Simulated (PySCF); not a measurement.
A structure optimised at PBE0-D3(BJ)/def2-SVP, used in a PySCF frequency run:

```
C
C 1 1.3325
H 2 1.0931 1 121.45
H 2 1.0939 3 117.14 1 -179.87
C 1 1.5064 2 127.74 3 0.38
H 5 1.0993 1 113.27 2 36.60
H 5 1.1037 6 108.15 1 121.98
C 1 1.5153 2 126.46 3 178.74
H 8 1.1020 1 112.98 2 59.74
O 8 1.4071 9 108.70 1 -117.67
C 10 1.4071 8 107.64 9 147.68
H 11 1.0994 10 108.36 8 -160.99
H 8 1.1096 9 107.62 10 -120.58
H 11 1.1100 12 108.13 10 120.52
```

### Question
Write its SMILES and formula.

### Answer
C=C1CCOC1, C₅H₈O

### Question
What are its rotational constants (standard atomic weights)?

### Answer
7.0890, 3.3927, 2.4538 GHz
